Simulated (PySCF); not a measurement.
Ti(Me)2(H)2 (C2H8Ti), SMILES [CH3][TiH2][CH3], multiplicity 1.

Geometry: B3LYP-D3(BJ)/def2-SVP. The multiplicity is an assumed one; no other spin state was optimised. The structure was generated by enumeration; whether it is a known compound was not checked.

Calculation: PySCF with PBE/def2-TZVPD.

The molecule is in vacuum.

Estimate the frontier levels, gap, dipole moment and polarisability. (The exact figures need the calculation; the answer reports its results.)


| Property | Result |
|---|---|
| highest occupied level | -6.61 eV |
| lowest empty level | -3.30 eV |
| orbital gap | 3.31 eV |
| dipole moment | 1.39 D |
| quadrupole, principal values (traceless, Buckingham form, about the centre of nuclear charge) | -1.93, -1.07, 2.99 D·Å |
| mean static polarisability | 76.7 bohr³ (11.37 Å³) |
| polarisability, principal values | 67.2, 74.3, 88.7 bohr³ |
